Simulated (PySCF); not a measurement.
An equivalent PySCF input for B²⁺ (boron, charge +2), [He] 2s1, 2S determinant, with scalar relativity by spin-free X2C-1e:

```python
from pyscf import gto, scf, dft, mp, cc
import basis_set_exchange as bse
mol = gto.M(atom="B 0 0 0", charge=2, spin=1, symmetry="D2h",
            basis=gto.basis.parse(bse.get_basis("aug-cc-pVQZ-DK", elements=["B"], fmt="nwchem")),
            nucmod="G")
mf = dft.UKS(mol, xc="LDA,VWN").sfx2c1e()
mf.irrep_nelec = {'Ag': (2, 1)}
mf.kernel()
```

It reaches the same state as the run whose output follows, with an energy that differs only through the grid. The run itself started from symmetry-adapted Hartree-Fock orbitals and held the occupation by maximum overlap, on a logarithmic radial grid, so the iterations belong to that start.

```
SCF conv_tol = 1e-09
number electrons alpha = 2  beta = 1
XC functionals = LDA,VWN
    P. A. M. Dirac.,  Math. Proc. Cambridge Philos. Soc. 26, 376 (1930)
    F. Bloch.,  Z. Phys. 57, 545 (1929)
    S. H. Vosko, L. Wilk, and M. Nusair.,  Can. J. Phys. 58, 1200 (1980)
cycle= 1 E= -23.1417948539795  delta_E= -0.00294  |g|= 0.0213  |ddm|= 0.391
cycle= 2 E= -23.1418247784255  delta_E= -2.99e-05  |g|= 0.00273  |ddm|= 0.0514
cycle= 3 E= -23.1418252878627  delta_E= -5.09e-07  |g|= 3.76e-06  |ddm|= 0.00583
cycle= 4 E= -23.1418252878642  delta_E= -1.5e-12  |g|= 1.18e-07  |ddm|= 1.31e-05
converged SCF energy = -23.1418252878642  <S^2> = 0.75000193  2S+1 = 2.0000019
```
